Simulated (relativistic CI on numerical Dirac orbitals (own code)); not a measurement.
# Cs²⁹⁺: sensitivity of the levels to the model

Base calculation: Dirac-Coulomb-Breit CI, KLI orbitals optimised for each configuration, model QED, unscaled Slater integrals.

Configurations in the expansion (outside the closed core [Ne]): 3s2.3p6.3d8, 3s2.3p5.3d9, 3s2.3p4.3d10, 3s.3p6.3d9, 3p6.3d10, 3s.3p5.3d10, 3s2.3p6.3d7.4s, 3s2.3p6.3d7.4p, 3s2.3p6.3d7.4d, 3s2.3p4.3d9.4s, 3s2.3p6.3d7.4f, 3s2.3p5.3d8.4s, 3s2.3p4.3d9.4p, 3s2.3p5.3d8.4p, 3s2.3p4.3d9.4d, 3s2.3p6.3d6.4s2, 3s.3p5.3d9.4s, 3s2.3p6.3d6.4s.4p, 3s.3p5.3d9.4p, 3s2.3p5.3d8.4d, 3s2.3p6.3d7.5s, 3s.3p6.3d8.4s, 3s2.3p6.3d6.4p2, 3s2.3p6.3d7.5p, 3s2.3p6.3d6.4s.4d, 3s.3p5.3d9.4d, 3p6.3d9.4s, 3s.3p6.3d8.4p, 3s2.3p6.3d7.5d, 3s2.3p5.3d8.4f, 3s2.3p6.3d6.4p.4d, 3p6.3d9.4p, 3s2.3p5.3d7.4s2, 3s2.3p6.3d7.5f, 3s2.3p6.3d7.5g, 3s2.3p5.3d7.4s.4p. Levels of other configurations are missing.

Variants: (1) Breit term removed; (2) configuration mixing switched off. Shifts of the energy above 3s2.3p6.3d8 3F_4, in eV, for the lowest level and the first level of each name with at least 55 % of one term (blank where a level changes its place among those of its configuration and J or its character, or is not in the variant):

```csv
Level,Base,Δ(1),Δ(2)
3s2.3p6.3d8 3F_4,0.000,0.000,0.000
3s2.3p6.3d8 3F_3,13.944,+0.328,-0.007
3s2.3p6.3d8 3P_0,16.922,-0.358,+0.889
3s2.3p6.3d8 3P_1,23.403,+0.058,+0.412
3s2.3p6.3d8 1G_4,24.829,+0.520,+0.033
3s2.3p6.3d8 1S_0,50.126,+0.357,+1.558
3s2.3p5.3d9 3F°_4,252.090,+0.990,-0.345
3s2.3p5.3d9 1D°_2,257.718,+0.909,+0.167
3s2.3p5.3d9 3D°_3,266.730,+1.088,+0.291
3s2.3p5.3d9 3P°_1,274.760,+0.885,+1.054
3s2.3p5.3d9 3D°_2,277.176,+1.313,+0.379
3s2.3p5.3d9 3P°_0,280.895,+1.148,+0.565
3s2.3p5.3d9 3D°_1,284.190,+1.198,+1.100
3s2.3p5.3d9 3F°_2,340.391,+2.336,-0.104
3s2.3p5.3d9 1F°_3,345.209,+1.934,+0.433
3s.3p6.3d9 3D_3,478.870,+0.839,+0.828
3s.3p6.3d9 3D_2,482.352,+0.854,+2.871
3s.3p6.3d9 3D_1,494.218,+1.190,+0.829
3s2.3p4.3d10 3P_2,530.914,+1.854,-4.269
3s2.3p4.3d10 1S_0,538.673,+1.769,+1.012
3s2.3p4.3d10 3P_1,595.375,+2.813,+0.780
3s2.3p4.3d10 1D_2,607.103,+2.857,-3.899
```

At this charge energies of transitions that change n are usually good to better than 1 %, and those within a shell (Δn = 0) to a few per cent. Terms inside the open d or f shell come out 10 to 20 % too wide with unscaled integrals.

Ionisation energy from the two ground configurations alone: base 1757.46 eV; Breit term removed 1758.18 eV. The NIST ASD value (theoretical) is 1757 eV.

LS names give the leading component of a level, which can be under half, so a name can repeat, a term be missing and a line seem to break the LS rules.
